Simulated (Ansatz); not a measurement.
One geometry of the cluster Zn₄Br₈⁻, several levels of theory.

```yaml
crystal:
  periodic: [false, false, false]
  atoms:
    - {symbol: Zn, position_ang: [0.213076, -1.170543, -1.922178]}
    - {symbol: Zn, position_ang: [-0.469799, -0.740529, 2.238869]}
    - {symbol: Zn, position_ang: [-2.371518, 0.738980, 0.409774]}
    - {symbol: Zn, position_ang: [1.300305, 1.692263, -0.750695]}
    - {symbol: Br, position_ang: [0.039318, 1.665511, 1.458073]}
    - {symbol: Br, position_ang: [2.345632, -0.555665, -0.815617]}
    - {symbol: Br, position_ang: [2.478409, 3.653145, -1.089152]}
    - {symbol: Br, position_ang: [0.087134, -2.675090, -3.673841]}
    - {symbol: Br, position_ang: [-2.777921, -0.127280, 2.898854]}
    - {symbol: Br, position_ang: [-0.684018, 1.179767, -2.244972]}
    - {symbol: Br, position_ang: [-1.285846, -1.800848, 0.032011]}
    - {symbol: Br, position_ang: [1.125239, -1.859691, 3.458865]}
basis:
  gaussian: {orbitals: def2-SVP, initial_orbitals: start.molden}
total_charge: -1
magnetization: {spin_polarized: true, initial_magnetization: 1}
hamiltonian: {xc: pbe, dispersion: d4}
scf: {omitted_lower_state_checks: [starts]}
output: {orbitals: {seedname: orbitals}}
```

The file start.molden holds the orbitals of an earlier run on this structure, at another level or in another basis.

```sh
$ ansatz run in.yaml --threads 2 --pin off --events-out ev --progress --plain --max-ram 32768MiB --backend cuda --devices 0, --max-vram 18GiB
```

Output, abridged:

```
Functional definition: PBE
4192 factors; their error is unknown
mean field evaluation 1: about -753857.6548 eV, gradient 1.7e1 eV
mean field evaluation 2: about -753858.3726 eV, gradient 8.0e-1 eV
mean field evaluation 4: about -753857.8871 eV, gradient 1.1e-1 eV
mean field -753857.88710622 eV, -27703.7663679252 hartree, gradient 6.3e-5 eV, S^2 0.751349; 0 other end points of the search recorded, 0 dependent functions left out
reference -753857.88718063 eV, -27703.7663706595 hartree; 201, 200 occupied and 179, 180 virtual orbitals, 4192 factors
Total energy: -753858.97522608 eV, -27703.8063555925 hartree
Checks for a lower state left out: starts
```

Run time 8.5 s (2 threads of AMD EPYC 7R13 on a shared host and a share (18 GiB) of an NVIDIA H100 80GB HBM3), peak host memory 1.1 GiB.

As the first input, with `gaussian: {orbitals: def2-TZVP, fitting: {mean_field: def2-universal-jkfit}, initial_orbitals: start.molden}`, `hamiltonian: {xc: r2scan, dispersion: d4}` (abridged; 12 s):

```
Functional definition: r2SCAN
mean field -754064.17533658 eV, -27711.3473205637 hartree, gradient 2.6e-5 eV, S^2 0.753629
Total energy: -754064.44980060 eV, -27711.3574069304 hartree
Checks for a lower state left out: starts
```

The first input with `gaussian: {orbitals: def2-TZVP, fitting: {mean_field: def2-universal-jkfit}, initial_orbitals: start.molden}`, `hamiltonian: {xc: pbe0, dispersion: d4}` (abridged; 12 s):

```
Functional definition: PBE0
mean field -753976.56564937 eV, -27708.1277239427 hartree, gradient 2.5e-5 eV, S^2 0.751937
Total energy: -753977.54841223 eV, -27708.1638398114 hartree
Checks for a lower state left out: starts
```

The first input with `gaussian: {orbitals: def2-TZVP, fitting: {mean_field: def2-universal-jkfit}, initial_orbitals: start.molden}`, `hamiltonian: {xc: {name: B3LYP}, dispersion: d4}` (abridged; 13 s):

```
Functional definition: B3LYP
mean field -754078.99679323 eV, -27711.8919990491 hartree, gradient 1.4e-5 eV, S^2 0.751335
Total energy: -754080.79164801 eV, -27711.9579587455 hartree
Checks for a lower state left out: starts
```

The first input with `hamiltonian: {xc: pbe0, dispersion: d4}` (abridged; 10 s):

```
Functional definition: PBE0
mean field -753881.07898946 eV, -27704.6186539139 hartree, gradient 2.3e-5 eV, S^2 0.751499
Total energy: -753882.06176181 eV, -27704.6547701316 hartree
Checks for a lower state left out: starts
```

The first input with `gaussian: {orbitals: def2-TZVP, fitting: {mean_field: def2-universal-jkfit}, initial_orbitals: start.molden}`, `output: {forces: true, orbitals: {seedname: orbitals}}` (abridged; 14 s):

```
Functional definition: PBE
mean field -753954.53171868 eV, -27707.3179919248 hartree, gradient 2.4e-5 eV, S^2 0.751746
Total energy: -753955.61982465 eV, -27707.3579790816 hartree
Atom 0 force     0.005026     0.098330     0.096293 eV/Å
Atom 1 force    -0.065465     0.039897    -0.039383 eV/Å
Atom 2 force    -0.026499     0.022960    -0.033097 eV/Å
Atom 3 force    -0.076761    -0.116974     0.010674 eV/Å
Atom 4 force     0.029798     0.011428     0.035184 eV/Å
Atom 5 force     0.008460     0.014470    -0.037219 eV/Å
Atom 6 force     0.062739     0.091537    -0.020810 eV/Å
Atom 7 force    -0.000551    -0.070024    -0.088749 eV/Å
Atom 8 force    -0.026771    -0.019251     0.067693 eV/Å
Atom 9 force     0.034073     0.013591    -0.063337 eV/Å
Atom 10 force     0.005454    -0.045757     0.017334 eV/Å
Atom 11 force     0.050496    -0.040206     0.055418 eV/Å
Dipole moment:    -0.591495     0.158086     0.171114 e Å
Checks for a lower state left out: starts
```

Geometry: PBE-D4/def2-SVP.

B3LYP takes the VWN-RPA correlation. Single mean-field runs in def2-TZVP are fitted with def2-universal-jkfit. Another isomer (doublet) lies 0.07 eV lower at PBE0-D4/def2-TZVP; other spin states weren't run for this one.
